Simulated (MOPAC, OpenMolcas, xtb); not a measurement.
InCl (SMILES [Cl][In]): methods side by side

InCl has 2 atoms, charge 0, and is taken as a singlet. SMILES: `[Cl][In]`. Geometry: a GFN2-xTB relaxation, a rough one for these elements and not checked as a minimum.

```xyz
2

Cl    0.0000    0.0000    0.0000
In    0.0000    0.0000    2.3857
```

Each level gives the dipole moment (D). The values are calculated.

```
                          level            kind     program  value (D)
                            AM1  semi-empirical       MOPAC       2.28
                            PM6  semi-empirical       MOPAC       4.21
                       GFN1-xTB  semi-empirical         xtb       6.56
                       GFN2-xTB  semi-empirical         xtb       4.81
           HF/ANO-RCC-MB (DKH2)    Hartree–Fock  OpenMolcas       3.67
                      HF/STO-3G    Hartree–Fock  OpenMolcas       3.59
                       HF/3-21G    Hartree–Fock  OpenMolcas       3.91
   HF/def2-SVP (core potential)    Hartree–Fock  OpenMolcas       3.03
PBEsol/LANL2DZ (core potential)             GGA  OpenMolcas       3.33
  PBE/def2-SVP (core potential)             GGA  OpenMolcas       2.62
```

All-electron rows without a relativistic Hamiltonian named are non-relativistic, while core potentials hold scalar relativity, so basis and relativity change together. The values span 2.28 to 6.56 D. Sets without polarisation functions give poor dipoles.
